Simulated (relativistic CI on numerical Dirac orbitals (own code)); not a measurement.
# Hyperfine structure of Ag⁴⁺, mass number 107

Computed by Dirac-Coulomb-Breit CI, separate exchange-only KLI orbitals for each configuration, model QED (radiative potential, 1s self-energy scaled to tabulated hydrogen-like ionisation energies), valence Slater integrals scaled by 0.85, P86 correlation energy added to each configuration (own radial code, finite nucleus).

Configurations in the expansion (outside the closed core [Ar] 3d10): 4s2 4p6 4d7, 4s2 4p6 4d6 5s, 4s2 4p6 4d6 4f, 4s2 4p6 4d6 5p, 4s2 4p5 4d8, 4s2 4p6 4d6 5d, 4s2 4p6 4d5 5s2, 4s2 4p6 4d6 6s, 4s2 4p6 4d6 6p, 4s2 4p6 4d5 5s 5p, 4s2 4p6 4d6 6d, 4s2 4p6 4d6 5g, 4s2 4p4 4d9, 4s 4p6 4d8. Levels of other configurations are missing.

Nuclear spin I = 1/2, μ = -0.11352 μN (tables of Stone and Pyykkö). The electronic factors are computed for point nuclear moments, without core polarisation; leaving it out makes A of s and p electrons in near-neutral atoms 20 to 40 % too small, and it can dominate for d and f shells.

```tsv
Level	E (cm⁻¹)	A (MHz)
4s2 4p6 4d7 4F_9/2	0.0	-152
4s2 4p6 4d7 4F_7/2	3548.1	-166.2
4s2 4p6 4d7 4F_5/2	5541.4	-195.8
4s2 4p6 4d7 4F_3/2	6739.2	-314.1
4s2 4p6 4d7 4P_3/2	13600.7	-128
4s2 4p6 4d7 4P_5/2	14644.8	-80.4
4s2 4p6 4d7 2G_9/2	16580.9	-195.8
4s2 4p6 4d7 4P_1/2	16599.8	145.5
```

Levels with J = 0, under 50 % of one LS term, or S terms without an open s electron are left out. Small factors come from cancelling terms and can be off by tens of per cent or more.

At this charge configurations can still be misplaced by up to about 7 % of their energy. 46 of the 69 excited levels that our extract of the measured tables holds in this range could be paired (the sources list more); they are missed by 4645 cm⁻¹ on average and 7781 at most, and levels without a partner can miss by more. Some levels of the ground configuration have no partner and can miss by 10 % or more.

Question: Give the hyperfine levels of 4s2 4p6 4d7 4F_9/2 relative to its centre of gravity.

Answer: With K = F(F + 1) − I(I + 1) − J(J + 1), E = AK/2: F = 4: 418, F = 5: -342 MHz.

LS names give the leading component of a level, which can be under half, so a name can repeat, a term be missing and a line seem to break the LS rules.
